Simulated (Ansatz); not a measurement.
An input meant for SiMeCl3 (CH3Cl3Si) (charge 0, singlet).

```yaml
crystal:
  periodic: [false, false, false]
  atoms:
    - {symbol: Si, position_ang: [-0.001924, 0.002393, -0.793470]}
    - {symbol: C, position_ang: [0.002532, -0.003174, 1.053455]}
    - {symbol: H, position_ang: [-1.030043, 0.019704, 1.432613]}
    - {symbol: H, position_ang: [0.540980, 0.878699, 1.431437]}
    - {symbol: H, position_ang: [0.499382, -0.911330, 1.426141]}
    - {symbol: Cl, position_ang: [1.917265, -0.032738, -1.521394]}
    - {symbol: Cl, position_ang: [-0.931766, 1.686789, -1.509455]}
    - {symbol: Cl, position_ang: [-0.996426, -1.640332, -1.519317]}
basis:
  gaussian: {orbitals: def2-TZVP, final_grid: {core_spheres: 1, valence_spheres: 1, degree: 1}}
hamiltonian: {xc: {name: r2SCAN}}
scf: {omitted_lower_state_checks: [starts]}
output: {forces: true}
```

```sh
$ ansatz run in.yaml --threads 2 --pin off --events-out ev --progress --plain --max-ram 4352MiB
```

Output, abridged:

```
Functional definition: r2SCAN
1332 factors; their error is unknown
mean field evaluation 1: about -46527.6019 eV, gradient 5.6e1 eV
mean field evaluation 2: about -46521.5449 eV, gradient 6.8e1 eV
mean field evaluation 4: about -46534.5339 eV, gradient 5.1e0 eV
mean field evaluation 8: about -46516.6847 eV, gradient 4.6e2 eV
mean field evaluation 16: about -47340.4295 eV, gradient 2.4e1 eV
mean field evaluation 32: about -47394.2569 eV, gradient 2.9e0 eV
a density is far from that of the atoms, so the factors are made again for it
1793 factors; integrals over basis functions are off by at most 1.7e-4 eV
mean field evaluation 64: about -47394.3774 eV, gradient 1.1e-1 eV
mean field -47394.37776813 eV, -1741.7112579157 hartree, gradient 2.7e-5 eV, S^2 0.000000; 0 other end points of the search recorded, 0 dependent functions left out
reference -47394.37777989 eV, -1741.7112583481 hartree; 37, 37 occupied and 160, 160 virtual orbitals, 1793 factors
Total energy: -47394.37777989 eV, -1741.7112583481 hartree
Atom 0 at    -0.001924     0.002393    -0.793470 Å, force    27.472829    -1.743286   344.689417 eV/Å
Atom 1 at     0.002532    -0.003174     1.053455 Å, force    29.784271    -4.078995  -466.063275 eV/Å
Atom 2 at    -1.030043     0.019704     1.432613 Å, force     0.247485    -0.350485    11.389192 eV/Å
Atom 3 at     0.540980     0.878699     1.431437 Å, force    -6.116220    36.358347    18.996454 eV/Å
Atom 4 at     0.499382    -0.911330     1.426141 Å, force    -0.565541   -30.514319    15.709698 eV/Å
Atom 5 at     1.917265    -0.032738    -1.521394 Å, force    -7.257216    -2.084853    50.466408 eV/Å
Atom 6 at    -0.931766     1.686789    -1.509455 Å, force   -20.709713    -7.262780    12.621298 eV/Å
Atom 7 at    -0.996426    -1.640332    -1.519317 Å, force   -22.855896     9.676372    12.190808 eV/Å
Dipole moment:    -2.231761     0.142389     6.525376 e Å
Checks for a lower state left out: starts
```

(1) Something in this input is off. What?

## Answers

(1) The integration grid is far too coarse. The calculation finished and met its thresholds. The result belongs to that input, not to the species as meant.
